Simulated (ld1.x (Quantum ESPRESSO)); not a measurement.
## What one change does to a pseudopotential (tellurium, PAW)

ld1.x (Quantum ESPRESSO) 7.5 input, shortened:

```
&input
   title='Te', zed=52., rel=1, dft='PZ', iswitch=3,
   config='[Kr] 4d10 5s2 5p3.5'
 /
 &inputp
   pseudotype=3, lpaw=.true., tm=.true., lloc=-2, rcloc=1.55,
   nlcc=.true., new_core_ps=.true., rcore=1.65,
   which_augfun='BESSEL', rmatch_augfun=1.10
 /
6
5S  1  0   2.00   0.00  1.35  1.70  0.0
5S  1  0   0.00   2.95  1.35  1.70  0.0
5P  2  1   3.50   0.00  1.55  1.85  0.0
5P  2  1   0.00   0.25  1.55  1.85  0.0
4D  3  2  10.00   0.00  1.30  1.60  0.0
4D  3  2   0.00  -1.40  1.30  1.60  0.0
 &test
   configts(1)='4d10 5s2 5p3.5'
 /
```

Change: local potential all-electron potential smoothed inside 1.38 bohr (lloc = -2).

Cutoffs: the cutoffs (Ry, on a coarse ladder) from which the occupation-weighted sum of valence levels, in a spherical-Bessel basis at the reference potential, stays within 10 and 1 mRy of its value at 400 Ry; they do not see the model core or the augmentation charge, which bear on the density cutoff. Errors are all-electron minus pseudo energies relative to the spin-unpolarised reference configuration.

Q: What does the change do?

A: The potential gets neither clearly harder nor softer (55 Ry and 100 Ry → 55 Ry and 100 Ry); the errors of the 9 common tests hardly move; the range in which the s phases agree narrows (upper end at the end of the scan → 1.1); the range in which the p phases agree narrows (upper end 3.0 → 1.9); neither file shows a bound ghost.

| quantity | base | changed |
| --- | --- | --- |
| cutoff, loose | 55 Ry | 55 Ry |
| cutoff, tight | 100 Ry | 100 Ry |
| bound ghosts | none | none |
| error for 4d10 5s2 5p4, meV [ΔE -3.98 eV] | +1.1 | +1.1 |
| error for 4d10 5s2 5p3, meV [ΔE 5.93 eV] | -1.6 | -1.6 |
| error for 4d10 5s2 5p2, meV [ΔE 24.10 eV] | -6.9 | -6.7 |
| error for 4d10 5s2 5p4.3, meV [ΔE -5.50 eV] | +1.5 | +1.5 |
| error for 4d10 5s2 5p1, meV [ΔE 51.34 eV] | -17 | -16 |
| error for 4d10 5s1 5p5, meV [ΔE 5.37 eV] | +0.3 | +0.3 |
| error for 4d9 5s2 5p5, meV [ΔE 34.17 eV] | -120 | -118 |
| error for 4d10 5s2 5p3.5 (spin-polarised), meV [ΔE -0.82 eV] | -0.2 | -0.1 |
| error for 4d10 5s2 5p4 (spin-polarised), meV [ΔE -4.46 eV] | +1.1 | +1.1 |
| s: phases at 2.00 bohr within 0.05 rad from the reference energy up to (Ry; the scan ends near 5) | to the end of the scan | 1.1 |
| p: phases at 2.00 bohr within 0.05 rad from the reference energy up to (Ry; the scan ends near 5) | 3.0 | 1.9 |
| d: phases at 2.00 bohr within 0.05 rad from the reference energy up to (Ry; the scan ends near 5) | to the end of the scan | to the end of the scan |
| lowest overlap eigenvalue by channel | s 0.60, p 0.57, d 0.16 | s 0.61, p 0.57, d 0.16 |
